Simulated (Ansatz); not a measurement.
Geometry optimisation, RKS PBE/def2-SVP in Ansatz.

Input:

```yaml
crystal:
  periodic: [false, false, false]
  atoms:
    - { symbol: Ge, position_ang: [0.0, 0.0, 0.0] }
    - { symbol: Cl, position_ang: [0.0, 0.0, 2.57] }
    - { symbol: H, position_ang: [1.4616, 0.0, -0.5162] }
    - { symbol: H, position_ang: [-0.73, 1.2648, -0.5162] }
    - { symbol: H, position_ang: [-0.73, -1.2648, -0.5162] }
    - { symbol: S, position_ang: [-2.4199, 0.0, 0.8041] }
    - { symbol: H, position_ang: [-3.1755, -0.8728, 0.0121] }
    - { symbol: H, position_ang: [-1.4563, 0.0, 2.0643] }
basis:
  gaussian: { orbitals: def2-SVP }
hamiltonian:
  xc: pbe
relax:
  f_tol: 0.15
  max_steps: 25
  restrain:
    - { distance: [0, 5], at: 3.45, k: 30.0 }
    - { distance: [7, 1], at: 2.57, k: 30.0 }
    - { distance: [0, 1], at: 2.22, k: 30.0 }
    - { distance: [7, 5], at: 1.4, k: 30.0 }
```

Command:

```bash
$ ansatz run input.yaml --threads 2 --pin off --max-ram 3072MiB --backend cpu --events-out ev --progress --plain --runs-dir out
```

Task: Where does it end, and by what steps?

Result: The forces met the threshold. The restraints hold the end off the free minimum; the threshold counts their pulls, which the force column leaves out. Restrained pairs: Ge1–S6 (2.55 → 3.46 Å), Cl2–H8 (1.54 → 2.57 Å), Ge1–Cl2 (2.57 → 2.21 Å), S6–H8 (1.59 → 1.38 Å). After 11 steps the energy has fallen by 2.837 eV (the restraints' own energy left out); H8 moved furthest, 0.77 Å.

```json
{"step": "0", "energy less start (eV)": "0.0000", "largest force component (eV/Å)": "2.333", "accepted": "yes"}
{"step": "1", "energy less start (eV)": "-0.4886", "largest force component (eV/Å)": "3.131", "accepted": "yes"}
{"step": "2", "energy less start (eV)": "-1.0943", "largest force component (eV/Å)": "4.258", "accepted": "yes"}
{"step": "3", "energy less start (eV)": "-1.9629", "largest force component (eV/Å)": "3.299", "accepted": "yes"}
{"step": "4", "energy less start (eV)": "-2.7326", "largest force component (eV/Å)": "1.093", "accepted": "yes"}
{"step": "5", "energy less start (eV)": "-2.8053", "largest force component (eV/Å)": "0.441", "accepted": "yes"}
{"step": "6", "energy less start (eV)": "-2.8199", "largest force component (eV/Å)": "0.394", "accepted": "yes"}
{"step": "7", "energy less start (eV)": "-2.8171", "largest force component (eV/Å)": "0.830", "accepted": "no"}
{"step": "8", "energy less start (eV)": "-2.8263", "largest force component (eV/Å)": "0.340", "accepted": "yes"}
{"step": "9", "energy less start (eV)": "-2.8335", "largest force component (eV/Å)": "0.381", "accepted": "yes"}
{"step": "10", "energy less start (eV)": "-2.8285", "largest force component (eV/Å)": "0.589", "accepted": "no"}
{"step": "11", "energy less start (eV)": "-2.8370", "largest force component (eV/Å)": "0.389", "accepted": "yes"}
```

```xyz
8
Properties=species:S:1:pos:R:3
Ge 0.261 0.055 -0.049
Cl 0.354 -0.112 2.157
H 1.747 -0.011 -0.495
H -0.371 1.412 -0.413
H -0.516 -1.169 -0.579
S -3.082 0.179 0.826
H -3.247 -1.156 0.595
H -2.197 -0.070 1.861
```

Time of the run: 14 s on 2 threads of AMD EPYC 7R43 64-Core Processor (Zen 3), with other jobs on the host, peak memory 0.15 GiB.
